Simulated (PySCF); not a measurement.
**Radial density of Xe (xenon, neutral)**

MN15, [Xe], closed-shell 1S. Calculation: PySCF 2.14, in x2c-TZVPPall with one added diffuse shell each of s, p, d, f type (9s7p5d3f, 76 functions); the spin-free X2C one-electron Hamiltonian (Gaussian nucleus).

```tsv
r (bohr)	4πr²ρ (e/bohr)
0.0242	67.24
0.0408	61.95
0.0686	86.91
0.115	76.92
0.194	71.17
0.326	55.23
0.549	26.74
0.923	20.39
1.55	6.181
2.61	2.682
4.39	0.2756
7.39	0.001040
```

Densities and radii are taken from the X2C orbitals without a picture-change correction, which distorts them close to the nucleus.
